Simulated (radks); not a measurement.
Results of a calculation; reference values are marked as such.
Polarisability of the samarium ion Sm+, [Xe] 4f6 6s1, at imaginary frequency. Level of theory: scalar-relativistic Kohn-Sham, PBE, spin-polarised, spherical densities, finite nucleus; open shells are filled with parallel spins first (spin-orbit coupling, left out, can overturn this in heavy ions); Fermi nuclear charge, rms radius 5.0819 fm (a radial shooting solver on a logarithmic mesh with Libxc functionals). Response by self-consistent Sternheimer equations with the Hartree and adiabatic LDA kernel, the relativistic mass of each level held fixed and spin-orbit coupling left out.

w (hartree)  alpha1(iw) (bohr^3)
0.00266                    79.82
0.0143                     78.89
0.0360                     74.12
0.0697                     62.25
0.118                      45.12
0.186                      29.43
0.280                      18.81
0.413                      12.50
0.605                      8.626
0.892                      5.913
1.35                       3.786
2.12                       2.153
3.59                       1.044
6.94                      0.3958
17.5                     0.08939

Static values: alpha1 = 79.86 bohr^3 (11.83 angstrom^3; uncoupled 121.3). C6 = 714.5, triple-dipole C9 = 39210 atomic units. One-pole (London) frequency 4 C6 / (3 alpha1^2) = 0.149 hartree, against 0.323 for minus the highest occupied eigenvalue.
